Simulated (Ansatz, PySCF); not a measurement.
Input for Ansatz (a first-principles code):
Ansatz 0.2 input:
```yaml
crystal:
  periodic: [false, false, false]
  atoms:
    - {symbol: C, position_ang: [1.45580000, -0.05290000, 0.03390000]}
    - {symbol: Se, position_ang: [0.05090000, 0.47070000, -1.21420000]}
    - {symbol: C, position_ang: [-1.45680000, 0.05700000, -0.04690000]}
    - {symbol: H, position_ang: [1.40210000, -1.12550000, 0.21030000]}
    - {symbol: H, position_ang: [2.41140000, 0.20450000, -0.41870000]}
    - {symbol: H, position_ang: [1.32730000, 0.49560000, 0.96530000]}
    - {symbol: H, position_ang: [-1.37990000, -0.97770000, 0.27740000]}
    - {symbol: H, position_ang: [-2.36800000, 0.20320000, -0.61720000]}
    - {symbol: H, position_ang: [-1.44300000, 0.72510000, 0.81010000]}
basis:
  gaussian:
    orbitals: STO-3G
hamiltonian:
  xc: revpbe
magnetization: {spin_polarized: true, initial_magnetization: 2}
accuracy: high
```

Give the equivalent PySCF input.

This is not unique; one that fits is 
```python
from pyscf import gto, scf, dft

mol = gto.Mole()
mol.atom = '''
    C     1.45580000   -0.05290000    0.03390000
    Se    0.05090000    0.47070000   -1.21420000
    C    -1.45680000    0.05700000   -0.04690000
    H     1.40210000   -1.12550000    0.21030000
    H     2.41140000    0.20450000   -0.41870000
    H     1.32730000    0.49560000    0.96530000
    H    -1.37990000   -0.97770000    0.27740000
    H    -2.36800000    0.20320000   -0.61720000
    H    -1.44300000    0.72510000    0.81010000
'''
mol.basis = 'sto-3g'
mol.spin = 2
mol.verbose = 4
mol.build()

mf = dft.UKS(mol)
mf.xc = 'revpbe'
mf.grids.atom_grid = (99, 590)
mf.grids.prune = None
mf.kernel()
```

Both were run: Ansatz gave -2453.293472 Eh and PySCF -2453.293472 Eh, 0.001 mEh apart.
